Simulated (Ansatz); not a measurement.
Reactions of `[NH2][Ga]([Cl])[Cl]`.

Calculated with Ansatz (gas phase, PBE0-D4/def2-TZVP geometries, no zero-point term in ΔE). CCSD(T)/CBS adds triple-zeta CCSD(T) − MP2 to the extrapolated MP2 energy (def2 sets, frozen cores). This one scheme is used for every species. Elements past krypton have def2 core potentials. For Ga, I outer-core shells are correlated without core-valence functions, which leaves a few kJ/mol of doubt a bond. Scalar relativity is left out up to krypton. One conformer a species, not always the lowest.

```csv
reaction,HF/CBS(def2) (eV),MP2/CBS(def2) (eV)
`[NH2][Ga]([Cl])[Cl]` + HCl → gallium trichloride + NH₃,-0.76,-0.63
`[NH2][Ga]([Cl])[Cl]` + H₂ → `[Cl][GaH][Cl]` + NH₃,0.05,0.32
`[NH2][Ga]([Cl])[Cl]` + HI → `[Cl][Ga]([Cl])[I]` + NH₃,-0.87,-0.90
`[NH2][Ga]([Cl])[Cl]` + H₂S → `[SH][Ga]([Cl])[Cl]` + NH₃,-0.43,-0.49
```

(1) Give the CCSD(T)/CBS values in the same order. (An estimate is asked.)

Largest T1 diagnostic: 0.011, for `[SH][Ga]([Cl])[Cl]`.

## Answers

(1) The calculation gave: -0.63, 0.24, -0.84, -0.47 eV.
